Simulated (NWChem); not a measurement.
C2H2Br2; SMILES C=C(Br)Br

Results from NWChem. Structure relaxed at the PBE0/def2-SVP level. Level: PBE0/def2-SVP with SMD (1 M gas to 1 M solution), gas-phase geometry.

For solvent water:

- solvation free energy (kcal/mol) = -0.5
- cavity-dispersion-structure term (kcal/mol) = 1.2
- dipole in solution (D) = 1.74

Question: What are these values for solvent n-hexane?

Answer: The solvation free energy (kcal/mol) comes out as -4.2 and the cavity-dispersion-structure term (kcal/mol) is -3.5. The dipole in solution (D) is 1.41.
